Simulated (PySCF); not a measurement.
Al(Me)(SiH3)2 (CH9AlSi2), SMILES [CH3][Al]([SiH3])[SiH3].

Geometry optimised at ωB97X-D3(BJ)/def2-SVP. The structure was generated by enumeration; whether it is a known compound was not checked.

These are PBE/def2-TZVP run with PySCF values and carry that method's errors.

Gas-phase values at a fixed geometry.

```yaml
total_energy: -864.44798 hartree
highest_occupied_level: -6.05 eV
lowest_empty_level: -2.79 eV
orbital_gap: 3.26 eV
dipole_moment: 1.30 D
quadrupole, principal values (traceless, Buckingham form, about the centre of nuclear charge): -6.56, -0.23, 6.78 D·Å
mean_static_polarisability: 110.7 bohr³ (16.41 Å³)
polarisability_principal_values: 84.9, 113.8, 133.4 bohr³
```
